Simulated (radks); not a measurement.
Results of a calculation; reference values are marked as such.
Excited configurations of Nb II: one electron is placed in a higher orbital outside [Kr] 4d3. The ground configuration is [Kr] 4d4. Code: a radial shooting solver on a logarithmic mesh with Libxc functionals. Model: scalar-relativistic Kohn-Sham, PBE, spin-polarised, spherical densities, finite nucleus; open shells are filled with parallel spins first (spin-orbit coupling, left out, can overturn this in heavy ions); Fermi nuclear charge, rms radius 4.324 fm. Excitation = E - E(ground); binding = E(ion) - E, where the ion is the core of charge +2; n* = 2/sqrt(2 binding) in atomic units, and the quantum defect is n - n*.

outer orbital	excitation (eV)	binding (eV)	quantum defect	<r> (bohr)
4f	11.219	3.703	0.166	8.194
5s	0.647	14.275	3.047	3.205
5p	4.878	10.044	2.672	3.955
5d	9.444	5.477	1.848	6.388
5f	12.362	2.559	0.389	13.80
6p	9.892	5.029	2.710	8.184
6d	11.575	3.347	1.968	11.59
7s	11.294	3.628	3.127	11.94
7f	13.554	1.368	0.692	29.17

The Delta-SCF ionisation energy is 14.922 eV (NIST Atomic Spectra Database: 14.320 eV, semi-empirical). Self-interaction in the functional shifts the binding energies and quantum defects, so they are the method's values and not measured ones. Open shells are spherical and high-spin; term and fine-structure splittings are not resolved.
